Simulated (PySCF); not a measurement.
Worked example: oscillator strength and radiative lifetime

C₂H₅N, SMILES C=NC.

Geometry: PBE0-D3(BJ)/def2-TZVP.

TDA-PBE/def2-SVPD in PySCF puts the first singlet state with f over 0.02 at 6.29 eV (vertical), with the transition dipole (-0.407, -0.250, 0.000) in atomic units.

Task: Find the oscillator strength, the wavelength and the radiative lifetime that this transition would have in vacuum if emission retraced absorption.

Result: 
|μ|² = 0.2281 au, so |μ| = 1.21 D. ΔE = 6.29/27.211 = 0.2312 hartree. f = (2/3) ΔE |μ|² = 0.035 (the program prints 0.035).
λ = 1239.84/6.29 = 197 nm; ν = 50732 cm⁻¹.
Einstein's coefficient A = 0.6670 ν² f s⁻¹ (ν in cm⁻¹) = 6.0e7 s⁻¹, so τ = 1/A = 17 ns. This state is S2; the lower singlet has f = 0.002. The figure is the radiative limit of this one transition; relaxation, internal conversion, crossing to triplets and a medium change what is measured.
